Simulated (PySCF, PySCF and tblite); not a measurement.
A run on one conformer of C6H8FN, numbered as in [CH3:1][C@H:2](/[CH:3]=[CH:4]\[C:5]#[N:6])[CH2:7][F:8], from an ensemble study. The sound level was B3LYP/pcSseg-1 on GFN2-xTB geometries.

Input:

```
{"job": {"xc": "SCAN", "basis": "pcSseg-1", "solvent": "chloroform", "scf": {"aux": "def2-universal-jkfit"}, "kind": "nmr", "pop": false}, "charge": 0, "multiplicity": 1}
C     -1.184611    -1.269209     0.208320
C     -0.364336    -0.053372    -0.232495
C      0.749870     0.185336     0.738271
C      2.045443     0.131097     0.431569
C      2.518117    -0.156849    -0.863997
N      2.915983    -0.388711    -1.914801
C     -1.256545     1.190703    -0.312120
F     -1.791652     1.486693     0.916998
H     -0.546514    -2.146099     0.285137
H     -1.970074    -1.473733    -0.515091
H     -1.642688    -1.082025     1.176886
H      0.044952    -0.226751    -1.233088
H      0.443933     0.412090     1.750472
H      2.815182     0.304903     1.171887
H     -2.098674     1.024711    -0.991093
H     -0.685984     2.070160    -0.628265
```

Command: OMP_NUM_THREADS=1 python ens_run.py task.json out

Output:

```
NotImplementedError: meta-GGA GIAO
```

Task: What is wrong with this calculation?

Result: The setting at fault: functional unknown or not served for shieldings. GIAO shieldings aren't available for SCAN here. (The solvent model also differs from the sound level's.) The input was rejected before any iteration.
